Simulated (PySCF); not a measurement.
A GIAO shielding run with PySCF (density fitting, non-relativistic, gas phase) on `CC(=O)[Si@@H]1C=CC[SiH2]1`, C₅H₁₀OSi₂:

```
$ OMP_NUM_THREADS=1 python probes_run.py task.json out

{"job": {"kind": "nmr", "xc": "PBE0", "basis": "pcSseg-1"}, "charge": 0, "multiplicity": 1}
C      2.519221    -0.162209    -0.310398
C      1.915116     1.193811    -0.056798
O      2.532598     2.220935    -0.224758
Si     0.077051     1.251120     0.507437
C     -0.275073    -0.154470     1.719317
C     -1.227714    -1.030142     1.414734
C     -2.049811    -0.975111     0.166054
Si    -1.459692     0.422426    -1.010401
H      1.917193    -0.687063    -1.049507
H      2.489184    -0.738928     0.611744
H      3.546264    -0.077813    -0.659232
H     -0.109653     2.568068     1.126801
H      0.260592    -0.262478     2.653044
H     -1.465676    -1.848505     2.087727
H     -2.020379    -1.955223    -0.315117
H     -3.093817    -0.826119     0.453508
H     -0.956783    -0.185111    -2.251939
H     -2.607381     1.253129    -1.386031
```

Hardware: 1 thread of an Arm Neoverse V2, shared host. The job also computes population analyses, field gradients, ring-centre shieldings.

Q: How large is the calculation?

A: 76 electrons, 200 basis functions and 1082 auxiliary functions.

Q: How long does it take, and how much memory does it need?

A: 34 s of wall time, with 15 SCF cycles and 5 response iterations; peak memory 0.83 GiB. Times on a shared host scatter by some tens of per cent.
